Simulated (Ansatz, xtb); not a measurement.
## Isomers of BrH7SSi3 in order of energy

5 gas-phase structures of BrH7SSi3, from a drawn sample of its isomers (lower ones may exist). Each was relaxed with GFN2-xTB; where two conformers were screened, the lower at r2SCAN-D4/def2-SVP is listed:

A. `[SiH3][SiH2][Si@@H](S)Br`, a singlet
B. `[SiH3][Si@@H](S)[SiH2]Br`, a singlet
C. `[SiH3][Si@@H](Br)[SiH2]S`, a singlet
D. `S[SiH2][SiH2][SiH2]Br`, a singlet
E. `[SiH3][Si]([SiH3])(S)Br`, a singlet

Task: Which do you expect lowest at r2SCAN-D4/def2-SVP, and how would the others follow?

Result: Calculated order at r2SCAN-D4/def2-SVP: A (0.0), E (0.6), C (2.1), B (2.4), D (2.5) kcal/mol. Less than 1 kcal/mol parts A and E; C and B; B and D, so the order within those pairs means little.

Energies above the lowest of each column, in kcal/mol; the last columns are at PBE-D3(BJ)/def2-SVP geometries:

```
structure  GFN2-xTB  HF/STO-3G  r2SCAN-D4/def2-SVP  PBE-D3(BJ)/def2-SVP  CCSD(T)/def2-SVP + ΔMP2/def2-TZVPP
        A       4.5        0.0                 0.0                  0.0                                 0.0
        E       6.1        1.7                 0.6                  2.6                                 1.7
        C       1.0        0.7                 2.1                  2.9                                 2.4
        B       0.0        1.8                 2.4                  2.8                                 2.3
        D       1.0        0.1                 2.5                  2.8                                 2.2
```

CCSD(T)/def2-SVP + ΔMP2/def2-TZVPP puts A lowest; GFN2-xTB picks B. CCSD(T)/def2-SVP + ΔMP2/def2-TZVPP orders those it was run on as A (0.0), E (1.7), D (2.2), B (2.3), C (2.4) kcal/mol. Less than 1 kcal/mol parts E and D; D and B; B and C, so the order within those pairs means little. Flexible structures stand in one conformer each, not always the lowest. ΔMP2 is the change of the MP2 energy from the smaller to the larger basis.

Over these structures GFN2-xTB departs from r2SCAN-D4/def2-SVP by 3.2 kcal/mol on average once a common shift is removed. A GFN2-xTB relaxation took about 0.15 s and the r2SCAN-D4/def2-SVP energy about 1.7 s on a shared host (Ansatz 0.2.0, xtb 6.7.1).
